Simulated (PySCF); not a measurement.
# Titanium: a sound run and one with changed settings

Sound run: Ti⁺ [Ar] 3d2 4s1, Ti²⁺ [Ar] 3d2. All numbers are calculated (PySCF 2.14, no relativity, point nucleus, in pcseg-2). In the sound run the correlated levels freeze [Ar]. The sound run starts from symmetry-adapted Hartree-Fock orbitals and uses a fine grid where one is needed.

Changed run: basis STO-3G. This setting is unsound on purpose.

| species | method | sound run (hartree) | changed run (hartree) | converged |
| --- | --- | --- | --- | --- |
| Ti⁺ | UHF | -848.19356 | -839.44286 | yes |
| Ti⁺ | r2SCAN | -849.07682 | -840.23423 | yes |
| Ti⁺ | MN15 | -849.12941 | -838.78164 | yes |
| Ti⁺ | MP2 | -848.20358 | -839.44286 | yes |
| Ti²⁺ | UHF | -847.72082 | -838.95528 | yes |
| Ti²⁺ | r2SCAN | -848.57194 | -839.70650 | yes |
| Ti²⁺ | MN15 | -848.64100 | -838.27307 | yes |
| Ti²⁺ | MP2 | -847.72488 | -838.95528 | yes |

Ionisation energy of Ti⁺:

```csv
method,sound run (eV),changed run (eV)
UHF,12.864,13.268
r2SCAN,13.738,14.360
MN15,13.290,13.839
MP2,13.026,13.268
SCS-MP2,12.918,13.268
```

A minimal basis cannot let orbitals breathe on ionisation and holds almost no correlation.

For comparison, NIST gives 13.575 eV between the lowest levels.
